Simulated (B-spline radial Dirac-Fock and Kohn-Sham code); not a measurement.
## Gd 4s: cross section and angular parameters

System: atomic gadolinium, configuration 1s2 2s2 2p6 3s2 3p6 3d10 4s2 4p6 4d10 4f7 5s2 5p6 5d1 6s2; threshold 378.6 eV (tabulated edge). Model: Dirac-Hartree-Slater photoionisation with a Latter tail; cross sections with all multipoles, angular parameters from the dipole term and its interference with E2. Program: a radial finite-basis atomic code.

For linearly polarised light dσ/dΩ = σ/(4π) [1 + β P₂(cos θ) + (δ + γ cos²θ) sin θ cos φ], with θ from the polarisation vector and φ the angle between the beam and the projection of the electron momentum on the plane normal to the polarisation.

| hν (eV) | σ (kb) | β | γ |
| --- | --- | --- | --- |
| 438 | 92.6 | 1.892 | 0.461 |
| 562 | 74.4 | 1.920 | 0.511 |
| 566 | 73.9 | 1.921 | 0.512 |
| 600 | 69.5 | 1.926 | 0.514 |
| 713 | 57.2 | 1.937 | 0.506 |
| 766 | 52.5 | 1.941 | 0.497 |
| 820 | 48.1 | 1.944 | 0.487 |
| 1000 | 36.8 | 1.951 | 0.443 |
| 1010 | 36.3 | 1.952 | 0.440 |
| 1110 | 31.8 | 1.954 | 0.413 |
| 1253.6 | 26.6 | 1.958 | 0.375 |
| 1420 | 22.1 | 1.961 | 0.330 |
| 1960 | 13.1 | 1.966 | 0.197 |
| 2984.4 | 6.38 | 1.971 | 0.017 |
| 3950 | 3.84 | 1.973 | -0.079 |
| 4780 | 2.69 | 1.975 | -0.120 |
| 9190 | 0.756 | 1.977 | -0.011 |
| 9251.7 | 0.746 | 1.977 | -0.007 |
| 9350 | 0.731 | 1.977 | -0.001 |
| 9750 | ? | ? | ? |
| 11400 | 0.487 | 1.977 | 0.140 |
| 12700 | 0.389 | 1.977 | 0.239 |

**Question.** Give the values at 9750 eV.

**Answer.** σ = 0.671 kb, β = 1.977, γ = 0.025. For an s subshell δ is negligible.

Values without a named source are computed, but for edge energies of neutral atoms, which are taken from tables.
